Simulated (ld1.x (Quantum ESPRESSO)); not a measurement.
Before and after: RRKJ potential for nitrogen (N)

| Quantity | Value |
| --- | --- |
| Element | N (Z = 7) |
| Generator | ld1.x (Quantum ESPRESSO) 7.5 |
| Type | norm-conserving RRKJ (Kleinman–Bylander form) |
| Functional | PBE |
| Relativity | scalar-relativistic |
| Frozen core | [He] |
| Valence charge | 5 |
| Reference configuration | 2s2 2p2 (charge +1) |
| Partial waves | 2p (bound): rc 2.15 bohr; 2s (bound): rc 1.00 bohr |
| Local potential | the s channel |
| Core correction | a·sin(br)/r model core inside 0.70 bohr |

All-electron outer shells of the reference configuration (PBE, scalar-relativistic, ld1.x):

| shell | level (eV) | outermost node (bohr) | outermost maximum (bohr) |
| --- | --- | --- | --- |
| 2s | -32.46 | 0.32 | 0.99 |
| 2p | -20.69 | – | 0.92 |

Change: all radii but the core radius scaled by about 1.10 (s 1.10, p 2.36 bohr).

Cutoffs: the cutoffs (Ry, on a coarse ladder) from which the occupation-weighted sum of valence levels, in a spherical-Bessel basis at the reference potential, stays within 10 and 1 mRy of its value at 400 Ry; they do not see the model core or the augmentation charge, which bear on the density cutoff. Errors are all-electron minus pseudo energies relative to the spin-unpolarised reference configuration.

Question: What does the change do?

Answer: The potential gets softer (50 Ry and 140 Ry → 45 Ry and 110 Ry); of the 7 tests that both files solve, the error grows in 7 and shrinks in 0 by more than 15 % and 0.3 meV (median size 226.0 → 340.1 meV); neither file shows a bound ghost. A larger radius leaves more room for a smooth pseudo-wave, so fewer plane waves are needed. More of the atom is replaced by a form fitted at one configuration, so other configurations suffer.

```csv
quantity,base,changed
"cutoff, loose",50 Ry,45 Ry
"cutoff, tight",140 Ry,110 Ry
loose cutoff by channel (10 mRy a level),"p 25 Ry, s 45 Ry","p 21 Ry, s 40 Ry"
bound ghosts,none,none
"error for 2s2 2p3, meV [ΔE -13.59 eV]",+75,+124
"error for 2s2 2p1, meV [ΔE 28.85 eV]",+288,+426
"error for 2s2 2p0, meV [ΔE 75.94 eV]",+1803,+2544
"error for 2s0 2p5, meV [ΔE 9.45 eV]",+358,+504
"error for 2s1 2p4, meV [ΔE -2.08 eV]",+226,+340
"error for 2s2 2p2.5, meV [ΔE -8.50 eV]",+29,+46
"error for 2s1 2p3, meV [ΔE 11.78 eV]",-3.0,-21
```
